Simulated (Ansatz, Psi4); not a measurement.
Abstraction of H: Si2H4F2 + C2H3Sn → Si2H3F2 + C2H4Sn

Species: Si2H4F2 `F[SiH2][SiH2]F`, singlet; C2H3Sn `C#[C][SnH2]`, doublet; Si2H3F2 `F[SiH][SiH2]F`, doublet; C2H4Sn `C#[C][SnH3]`, singlet. A radical takes H: the energy is the difference in strength between the Si–H bond broken and the Sn–H bond made.

Shapes, held fixed at every level: PBE0-D4/def2-TZVP. Flexible molecules stand in one conformer, not always the lowest. Programs: Ansatz 0.2.0. Electronic energies: no zero-point or thermal term.

| level | kind | ΔE (kJ/mol) | less CCSD(T)/def2-TZVPP |
| --- | --- | --- | --- |
| r2SCAN-D4/def2-TZVPP | meta-GGA | +60.8 | -0.6 |
| B3LYP-D4/def2-TZVPP | global hybrid | +64.2 | +2.8 |
| wB97M-V/def2-TZVPP | range-separated hybrid | +67.0 | +5.6 |
| wB97X-V/def2-TZVPP | range-separated hybrid | +60.3 | -1.1 |
| B2PLYP/def2-TZVPP | double hybrid | +64.3 | +2.9 |
| CCSD/def2-TZVPP | coupled cluster or CI | +62.4 | +1.0 |
| CCSD(T)/def2-TZVPP | coupled cluster or CI | +61.4 | 0.0 |

The highest level, CCSD(T)/def2-TZVPP, gives ΔE = +61.4 kJ/mol; the levels span +60.3 to +67.0. The column of differences is taken from that level and isn't an error. No measured value is set beside it here. Open shells run unrestricted. For atoms past krypton def2 sets carry core potentials with scalar relativity. Outer-core shells of Sn are correlated in most correlated rows, in sets that cover them unevenly.
